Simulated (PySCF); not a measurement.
# Adding and removing an electron: HgH

UHF-MP2; basis Hg def2-SVPD with ECP60, H def2-SVPD; scalar-relativistic core potentials; PySCF 2.14. Neutral (UHF): doublet (σ ↑), Re = 1.767 Å, ωe = 1130 cm⁻¹, De = 0.02 eV.

HgH⁺ (RHF): singlet (closed shell), Re = 1.568 Å, ωe = 2129 cm⁻¹, De = 2.45 eV to Hg⁺ + H. The energies at the minima are -153.42992 hartree for HgH and -153.14140 for HgH⁺.

(1) Work out the adiabatic ionisation energy, without and with harmonic zero-point energies (1 hartree = 27.2114 eV, 1 eV = 8065.5 cm⁻¹), and the change of the bond length.

Correlated steps freeze no core orbitals. Weak bonds: HgH. Basis-set superposition, not corrected here, can be much of De in a small basis, most of all at correlated wavefunction levels. Spin–orbit coupling is left out. For an ion De counts to the pair picked by the measured ionisation energies or electron affinities, which need not be the lowest pair at this level. Where the molecule has an RHF reference, its open-shell atoms are computed with UHF. States were picked by a PBE0 search and need not be the measured ground states.

Neutral and ion stand on different kinds of reference determinant, which adds to the error of the difference.

## Answers

(1) At MP2: 0.28852 hartree = 7.851 eV between the minima; the zero-point term (2129.0 − 1130.0)/2 cm⁻¹ = +0.062 eV makes it 7.913 eV. Re changes by -19.9 pm against the neutral. The electron leaves a σ orbital, and the shorter bond of the ion fits an antibonding orbital, or a change in how ionic the bond is.
